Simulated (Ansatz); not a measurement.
Process, species as SMILES: [Si]Cl (Si-Cl) → Cl atom + Si atom
B3LYP-D3(BJ)/def2-TZVP geometries, fixed; electronic energies without zero-point terms.
Largest species:
```
Si
Cl 1 2.0838
```
Charge 0, spin multiplicity 2.

Basis-set convergence of the atomisation energy at PBE0 with Ansatz (a first-principles code). All functions are spherical. The program fits the integrals of some runs and decomposes those of others, by size. Open shells are unrestricted. No added dispersion term, no relativity. Functions are those of the species that has most. Reference: the value in aug-cc-pV(5+d)Z, 102.89 kcal/mol, itself unsure by roughly 0.04 kcal/mol (its mean distance from pcseg-4, aug-pcseg-3, aug-cc-pV(Q+d)Z). Deviations are taken from unrounded values.

```csv
basis,functions
cc-pV(D+d)Z,46
aug-cc-pV(D+d)Z,64
cc-pV(T+d)Z,78
jun-cc-pV(T+d)Z,96
aug-cc-pV(T+d)Z,110
cc-pV(Q+d)Z,128
aug-cc-pV(Q+d)Z,178
cc-pV(5+d)Z,200
aug-cc-pV(5+d)Z,272
```

Task: Which is the smallest correlation-consistent set listed that can be trusted to 1 kcal/mol here, that is, within that of the reference together with its larger relatives (same family, alike in diffuse functions; a set with none to test it counts only in the reference's own line)?

Result: The smallest set listed that lies within 1 kcal/mol of the reference with all its larger relatives (same family, alike in diffuse functions; a set with none counts only in the reference's own line) is cc-pV(T+d)Z (78 functions, -0.23 kcal/mol off). Value minus reference: cc-pV(D+d)Z -2.87, aug-cc-pV(D+d)Z -1.95, cc-pV(T+d)Z -0.23, jun-cc-pV(T+d)Z -0.22, aug-cc-pV(T+d)Z -0.19, cc-pV(Q+d)Z -0.08, aug-cc-pV(Q+d)Z -0.03, cc-pV(5+d)Z -0.03, aug-cc-pV(5+d)Z 0.00 kcal/mol.
